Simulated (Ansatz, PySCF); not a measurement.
Gas-phase reaction (SMILES): FB(Cl)Cl [dichloro(fluoro)borane] + [H][H] (H2) -> ClBCl + F (HF); hydrogen cleaves one B-F bond, a model of a ligand-exchange step.

Each molecule is optimised on its own at B3LYP-D3(BJ)/def2-TZVP (Ansatz, a program for electronic structure). Valence correlation only, unless marked. No spin-orbit coupling. No relativistic terms. Basis-set limits of correlation are two-point, X^-3; Hartree-Fock from the larger set. Thermal terms are rigid-rotor harmonic-oscillator values from B3LYP-D3(BJ) frequencies (Ansatz or PySCF) at 298.15 K and 1 atm. 1 Eh = 627.5095 kcal/mol.

```csv
species,"E, CCSD(T)/CBS(cc-pV(T+d)Z,cc-pV(Q+d)Z) (Ansatz) (Eh)","E, PBE-D3(BJ)/def2-TZVPD (Ansatz + dftd3) (Eh)",H - E (Eh),G - E (Eh)
FB(Cl)Cl,-1044.27408,-1044.81347,0.01416,-0.01849
[H][H] (H2),-1.17450,-1.16598,0.01336,-0.00144
ClBCl,-945.01534,-945.54282,0.01930,-0.01115
F (HF),-100.39146,-100.39533,0.01259,-0.00713
```

### Question
Work out ΔE and ΔH, ΔG, ΔS and the equilibrium constant at 298.15 K at the first level, then ΔH at the second.

### Answer

1. ΔE = [(-945.01534) + (-100.39146)] - [(-1044.27408) + (-1.17450)] = 0.04178 Eh = 26.2 kcal/mol at CCSD(T)/CBS(cc-pV(T+d)Z,cc-pV(Q+d)Z).
2. The terms H - E add up to 0.00437 Eh, so ΔH = (0.04178 + (0.00437))×627.5095 = 29.0 kcal/mol.
3. The terms G - E add up to 0.00165 Eh, so ΔG = 27.3 kcal/mol, and ΔS = (0.00437 - (0.00165))×627509.5/298.15 = 5.7 cal/(mol K).
4. log10 K = -ΔG/(RT ln 10) = -20.0, with RT ln 10 = 1.3642 kcal/mol.
5. At PBE-D3(BJ)/def2-TZVPD the same steps give ΔE = 25.9 and ΔH = 28.7 kcal/mol, a shift of -0.3 from the first level.
6. These values are not checked against measurement here, since the tables used lack a sound gas-phase enthalpy of formation for at least one species.
